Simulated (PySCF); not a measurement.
# H₃CrN at several levels of theory

All levels use the PBE0 minimum (singlet; Cr–H 1.574 Å (×3), Cr–N 1.482 Å; H–Cr–H 119.0° (×3), H–Cr–N 95.6° (×3)), basis [Cr def2-TZVP, N def2-TZVP, H def2-TZVP], no relativity, density fitting, no spin–orbit coupling, PySCF. For vertical energies the ionised species is a doublet (spins chosen at PBE0 and kept) and the electron-attached one a doublet. Atomisation goes to high-spin ground-configuration atoms, without zero-point energy. Open shells are unrestricted, also as the reference of the correlated levels. A dash marks a value that was not computed or is not defined at that level.

Z-matrix (Å, degrees; charge 0 multiplicity 1):
```
Cr
N  1 1.4823
H  1 1.5743 2 95.65
H  1 1.5743 2 95.65 3 -120.00
H  1 1.5743 2 95.65 3 120.00
```

```csv
level,atomisation (kJ/mol),vertical IP (eV),vertical EA (eV),−ε(HOMO) (eV),gap (eV),dipole (D)
PBE0,871,11.27,1.82,9.21,5.85,2.23
HF,-239,7.09,2.42,12.74,13.89,2.39
MP2,1232,17.42,-0.62,–,–,–
PBE,1127,11.24,1.38,7.82,3.32,2.10
CCSD(T),931,–,–,–,–,–
r2SCAN,997,11.29,1.60,8.14,3.70,2.21
B3LYP,980,11.40,1.79,9.02,5.31,2.18
TPSSh,1032,11.25,1.63,8.48,4.50,2.20
M06,938,11.34,–,9.28,5.81,1.99
```

For H₃CrN itself CCSD(T) correlates 22 electrons; T1 = 0.058, D1 = 0.177, (T) = -158 kJ/mol. T1 is large, so the single-reference value is itself in doubt.

Question: Which levels differ least and most from CCSD(T) in the atomisation?

Answer: Least: M06 (+7 kJ/mol); most: HF (-1170 kJ/mol). CCSD(T) atomisation energies in a triple-zeta basis lie tens of kJ/mol low, so this is no ranking by accuracy.

Spin contamination in at least one species weakens the values at: HF, MP2, CCSD(T).

Without diffuse functions attachment energies tend to come out too low.
